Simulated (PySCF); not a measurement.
O3S, charge +1, doublet, at a GFN2-xTB geometry (a state made from the parent by changing its charge; the spin is typed, not shown lowest); PySCF with PBE/cc-pVDZ.

PySCF was given this input:
```python
from pyscf import gto, scf, dft

mol = gto.M(
    atom='''
O    -0.693600   -1.240031   -0.046133
S    -0.000000   -0.000000    0.000000
O    -0.727041    1.221594   -0.002097
O     1.420640    0.018436    0.048230
''',
    basis='cc-pvdz',
    charge=1,
    spin=1,
    verbose=4,
)

mf = dft.UKS(mol)
mf.xc = 'pbe'
mf.kernel()
mo_i, mo_e, stable_i, stable_e = mf.stability(internal=True, external=False, return_status=True, nroots=6, tol=1e-6)
print('internally stable:', stable_i, ' externally stable:', stable_e)
if not stable_i:
    umf = mf.copy()
    umf.scf_summary = {}
    umf.kernel(umf.make_rdm1(mo_i, mf.mo_occ))
mf.analyze()
```

Output, abridged:

```
PySCF version 2.14.0

[INPUT] verbose = 4
[INPUT] num. atoms = 4
[INPUT] num. electrons = 39
[INPUT] charge = 1
[INPUT] spin (= nelec alpha-beta = 2S) = 1
[INPUT] symmetry False subgroup None
[INPUT] Mole.unit = angstrom
[INPUT] Symbol           X                Y                Z      unit          X                Y                Z       unit  Magmom
[INPUT]  1 O     -0.693600000000  -1.240031000000  -0.046133000000 AA   -1.310714039998  -2.343318975971  -0.087178735305 Bohr   0.0
[INPUT]  2 S      0.000000000000   0.000000000000   0.000000000000 AA    0.000000000000   0.000000000000   0.000000000000 Bohr   0.0
[INPUT]  3 O     -0.727041000000   1.221594000000  -0.002097000000 AA   -1.373908371330   2.308478095412  -0.003962755683 Bohr   0.0
[INPUT]  4 O      1.420640000000   0.018436000000   0.048230000000 AA    2.684620521602   0.034838990832   0.091141490988 Bohr   0.0

nuclear repulsion = 184.206522785067
number of shells = 20
number of NR pGTOs = 119
number of NR cGTOs = 60
basis = cc-pvdz
ecp = {}

******** <class 'pyscf.dft.uks.UKS'> ********
method = UKS
initial guess = minao
damping factor = 0
level_shift factor = 0
DIIS = <class 'pyscf.scf.diis.CDIIS'>
diis_start_cycle = 1
diis_space = 8
diis_damp = 0
SCF conv_tol = 1e-09
SCF conv_tol_grad = None
SCF max_cycles = 50
direct_scf = True
direct_scf_tol = 1e-13
number electrons alpha = 20  beta = 19
XC library pyscf.dft.libxc version 7.1.2
    S. Lehtola, C. Steigemann, M. J. T. Oliveira, and M. A. L. Marques,  SoftwareX 7, 1–5 (2018)
XC functionals = pbe
    J. P. Perdew, K. Burke, and M. Ernzerhof,  Phys. Rev. Lett. 77, 3865 (1996)
    J. P. Perdew, K. Burke, and M. Ernzerhof,  Phys. Rev. Lett. 78, 1396 (1997)
    J. P. Perdew, K. Burke, and M. Ernzerhof,  Phys. Rev. Lett. 77, 3865 (1996)
    J. P. Perdew, K. Burke, and M. Ernzerhof,  Phys. Rev. Lett. 78, 1396 (1997)
radial grids:
    Treutler-Ahlrichs [JCP 102, 346 (1995); DOI:10.1063/1.469408] (M4) radial grids

becke partition: Becke, JCP 88, 2547 (1988); DOI:10.1063/1.454033
pruning grids: <function nwchem_prune>
grids dens level: 3
symmetrized grids: False
atomic radii adjust function: <function treutler_atomic_radii_adjust>
small_rho_cutoff = 0
Set gradient conv threshold to 3.16228e-05
tot grids = 61128
init E= -624.607607720428

cycle= 1 E= -622.714428051426  delta_E= 1.89  |g|= 0.738  |ddm|= 1.86
cycle= 2 E= -621.923215379886  delta_E= 0.791  |g|= 1.61  |ddm|= 1.51
cycle= 3 E= -622.94957429374  delta_E= -1.03  |g|= 0.0322  |ddm|= 1.02
cycle= 4 E= -622.949979366498  delta_E= -0.000405  |g|= 0.00971  |ddm|= 0.0312
cycle= 5 E= -622.950014423993  delta_E= -3.51e-05  |g|= 0.00198  |ddm|= 0.00792
cycle= 6 E= -622.950005582698  delta_E= 8.84e-06  |g|= 0.00507  |ddm|= 0.00435
cycle= 7 E= -622.950016542979  delta_E= -1.1e-05  |g|= 0.000618  |ddm|= 0.00375
cycle= 8 E= -622.950016727605  delta_E= -1.85e-07  |g|= 6.78e-05  |ddm|= 0.00049
cycle= 9 E= -622.950016729674  delta_E= -2.07e-09  |g|= 3.4e-05  |ddm|= 7.18e-05
cycle= 10 E= -622.950016728927  delta_E= 7.47e-10  |g|= 5.4e-05  |ddm|= 5.79e-05
cycle= 11 E= -622.950016730191  delta_E= -1.26e-09  |g|= 1.6e-06  |ddm|= 3.65e-05
cycle= 12 E= -622.950016730192  delta_E= -6.82e-13  |g|= 6e-08  |ddm|= 2.02e-06
Extra cycle  E= -622.950016730191  delta_E= 2.27e-13  |g|= 1.07e-07  |ddm|= 1.22e-07
converged SCF energy = -622.950016730191  <S^2> = 0.75385043  2S+1 = 2.0038467
uhf_internal: lowest eigs of H = [0.1123666  0.11236717 0.20113604 0.20113651 0.36401454 0.36401469]
<class 'pyscf.dft.uks.UKS'> wavefunction is stable in the internal stability analysis
internally stable: True  externally stable: None
**** SCF Summaries ****
Total Energy =                        -622.950016730191351
Nuclear Repulsion Energy =             184.206522785067023
One-electron Energy =                -1211.145941393549720
Two-electron Energy =                  403.989401878291289
Two-electron Coulomb Energy =          454.736660591634518
DFT Exchange-Correlation Energy =      -50.747258713343214
**** MO energy ****
                             alpha | beta                alpha | beta
MO #1   energy= -88.6424899811252  | -88.6428253720654  occ= 1 | 1
MO #2   energy= -19.1860917276452  | -19.1774940289433  occ= 1 | 1
MO #3   energy= -19.1860906540493  | -19.1774929470748  occ= 1 | 1
MO #4   energy= -19.1860755154933  | -19.1774775350629  occ= 1 | 1
MO #5   energy= -8.23600261053472  | -8.23641164053633  occ= 1 | 1
MO #6   energy= -6.25652975858599  | -6.25703723340202  occ= 1 | 1
MO #7   energy= -6.256528096781    | -6.25703553918549  occ= 1 | 1
MO #8   energy= -6.25555250823464  | -6.25606155773017  occ= 1 | 1
MO #9   energy= -1.45978207386371  | -1.44961449681934  occ= 1 | 1
MO #10  energy= -1.33541706731422  | -1.31881396995388  occ= 1 | 1
MO #11  energy= -1.33541687330119  | -1.31881379179926  occ= 1 | 1
MO #12  energy= -0.877648841271963 | -0.865540280971426 occ= 1 | 1
MO #13  energy= -0.809058574521877 | -0.806643660314832 occ= 1 | 1
MO #14  energy= -0.792687678951859 | -0.777561485607899 occ= 1 | 1
MO #15  energy= -0.792687368728434 | -0.777561035074685 occ= 1 | 1
MO #16  energy= -0.697064988052599 | -0.668151921648822 occ= 1 | 1
MO #17  energy= -0.697064759493607 | -0.668151765861996 occ= 1 | 1
MO #18  energy= -0.661658309628074 | -0.652677100304127 occ= 1 | 1
MO #19  energy= -0.661658066777987 | -0.65267686356417  occ= 1 | 1
MO #20  energy= -0.635158698547047 | -0.589059471946327 occ= 1 | 0
MO #21  energy= -0.420853110239543 | -0.415981624317675 occ= 0 | 0
MO #22  energy= -0.400461062700068 | -0.395203084991418 occ= 0 | 0
MO #23  energy= -0.162450661375952 | -0.149779185771821 occ= 0 | 0
MO #24  energy= -0.162450273616944 | -0.149778952677324 occ= 0 | 0
MO #25  energy= 0.0887959827881613 | 0.0895756544860475 occ= 0 | 0
MO #26  energy= 0.111425295801454  | 0.110591170381517  occ= 0 | 0
MO #27  energy= 0.121755613885589  | 0.123648274254409  occ= 0 | 0
MO #28  energy= 0.121755861170143  | 0.12364860453306   occ= 0 | 0

To work with the spin densities directly, `use mulliken_meta_spin()` only printing them here.

 ** Mulliken spin pop alpha/beta on meta-lowdin orthogonal AOs **
 ** Mulliken Spin Density (per AO)  **
spin_pop of  0 O 1s       -0.00000
spin_pop of  0 O 2s        0.00174
spin_pop of  0 O 3s       -0.00025
spin_pop of  0 O 2px       0.26606
spin_pop of  0 O 2py       0.08383
spin_pop of  0 O 2pz       0.00683
spin_pop of  0 O 3px       0.00053
spin_pop of  0 O 3py       0.00031
spin_pop of  0 O 3pz       0.00004
spin_pop of  0 O 3dxy     -0.00002
spin_pop of  0 O 3dyz     -0.00002
spin_pop of  0 O 3dz^2     0.00004
spin_pop of  0 O 3dxz     -0.00001
spin_pop of  0 O 3dx2-y2    0.00019
spin_pop of  1 S 1s       -0.00000
spin_pop of  1 S 2s       -0.00000
spin_pop of  1 S 3s       -0.00703
spin_pop of  1 S 4s       -0.00004
spin_pop of  1 S 2px      -0.00000
spin_pop of  1 S 2py      -0.00000
spin_pop of  1 S 2pz      -0.00000
spin_pop of  1 S 3px      -0.02050
spin_pop of  1 S 3py      -0.02050
spin_pop of  1 S 3pz      -0.01716
spin_pop of  1 S 4px      -0.00059
spin_pop of  1 S 4py      -0.00059
spin_pop of  1 S 4pz      -0.00027
spin_pop of  1 S 3dxy     -0.00413
spin_pop of  1 S 3dyz     -0.00137
spin_pop of  1 S 3dz^2    -0.00014
spin_pop of  1 S 3dxz     -0.00137
spin_pop of  1 S 3dx2-y2   -0.00413
spin_pop of  2 O 1s       -0.00000
spin_pop of  2 O 2s        0.00174
spin_pop of  2 O 3s       -0.00025
spin_pop of  2 O 2px       0.25786
spin_pop of  2 O 2py       0.09167
spin_pop of  2 O 2pz       0.00720
spin_pop of  2 O 3px       0.00052
spin_pop of  2 O 3py       0.00031
spin_pop of  2 O 3pz       0.00004
spin_pop of  2 O 3dxy     -0.00005
spin_pop of  2 O 3dyz     -0.00001
spin_pop of  2 O 3dz^2     0.00004
spin_pop of  2 O 3dxz     -0.00001
spin_pop of  2 O 3dx2-y2    0.00021
spin_pop of  3 O 1s       -0.00000
spin_pop of  3 O 2s        0.00174
spin_pop of  3 O 3s       -0.00025
spin_pop of  3 O 2px       0.00056
spin_pop of  3 O 2py       0.34937
spin_pop of  3 O 2pz       0.00680
spin_pop of  3 O 3px       0.00020
spin_pop of  3 O 3py       0.00063
spin_pop of  3 O 3pz       0.00004
spin_pop of  3 O 3dxy      0.00032
spin_pop of  3 O 3dyz     -0.00000
spin_pop of  3 O 3dz^2     0.00004
spin_pop of  3 O 3dxz     -0.00002
spin_pop of  3 O 3dx2-y2   -0.00015
 ** Mulliken Spin Density (per atom)  **
spin density of  0 O =      0.35927
spin density of  1 S =     -0.07782
spin density of  2 O =      0.35927
spin density of  3 O =      0.35927
 ** Mulliken pop alpha/beta on meta-lowdin orthogonal AOs **
 ** Mulliken pop       alpha | beta **
In total            20.00000 | 19.00000
 ** Mulliken atomic charges   ( Nelec_alpha | Nelec_beta ) **
charge of  0O =     -0.32288  (     4.34108      3.98180 )
charge of  1S =      1.96864  (     6.97677      7.05459 )
charge of  2O =     -0.32288  (     4.34108      3.98180 )
charge of  3O =     -0.32288  (     4.34108      3.98181 )

WARN: System has nonzero charge 1; the dipole moment is origin-dependent.
Location of origin: [0. 0. 0.]

Dipole moment(X, Y, Z, Debye): -0.00001,  0.00000,  0.00000
```
